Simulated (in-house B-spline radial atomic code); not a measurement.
Settings and results of a run for the argon ion Ar⁵⁺. Computed with a radial B-spline atomic code at the basis-set limit: non-relativistic Hartree-Fock, average of configuration, point nucleus.

Command:
```bash
python run_scf.py task.json out
```
Settings:
```
Z                18
configuration    [Ne] 3s2 3p1
hamiltonian      nr
method           hf
spin_polarised   False
```

Output (hartree, bohr):
```
 radial grid: 43 intervals, B-splines of order 8, outer radius 12.1053 bohr

 iter        energy (Eh)    residual
    1       -515.6332953    5.69e-01
    2       -518.8386985    1.48e-01
    3       -518.9686333    5.80e-02
    4       -518.9893839    2.28e-02
    5       -518.9931044    4.73e-03
    6       -518.9932805    1.18e-04
    7       -518.9932807    9.69e-06
    8       -518.9932807    4.90e-07
    9       -518.9932807    1.30e-08

 total energy                     -518.993281
 kinetic                            518.99328
 electron-nucleus                 -1193.47287
 electron-electron                  155.48630

 orbital      occ     eigenvalue          <r>       <r^2>       <1/r>       r_max
 1s         2.000     -122.05506    0.0860743  0.00995162     17.5571     0.05656
 2s         2.000      -15.61132     0.409893    0.198579     3.57466      0.3381
 2p         6.000      -12.85533     0.373664    0.172579     3.46177      0.2814
 3s         2.000       -3.86046       1.2331     1.72728     1.11397       1.099
 3p         1.000       -3.32129      1.29134     1.91515     1.04189       1.142
```

